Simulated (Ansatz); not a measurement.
B2O3, relaxed as a singlet with RKS PBE-D4/def2-SVP in Ansatz, starting from the GFN1-xTB geometry. Force threshold 0.02 eV/Å.

The structure comes from a short search, and lower isomers may exist.

Start:

```csv
atom,x (Å),y (Å),z (Å)
B1,0.635,-0.320,1.094
B2,-0.641,0.315,-1.092
O3,-1.207,0.623,-2.093
O4,-0.023,-0.027,0.005
O5,1.235,-0.590,2.086
```

Question: Estimate the energy that the relaxation releases and the steps that it takes.

Answer: 0.09 eV, in 4 steps; 1.5 s on 4 threads of Arm Neoverse V2 on a shared host. No frequencies were taken in this run, so the end may be a saddle point.

Question: Does the start keep its bonding and symmetry?

Answer: By distances, no bond broke or formed. The bond that changes most is B2–O3, from 1.19 to 1.22 Å (atoms count from 1). Point group C∞v at the start, D∞h at the end, both within 0.05 Å; within 0.015 Å the end is C∞v.

Question: Predict the relaxed structure.

Answer: 
```xyz
5

B     0.643   -0.322    1.104
B    -0.646    0.319   -1.103
O    -1.233    0.627   -2.127
O    -0.014   -0.017    0.003
O     1.250   -0.607    2.123
```
Bond lengths: 4 × B–O 1.22 to 1.32 Å.
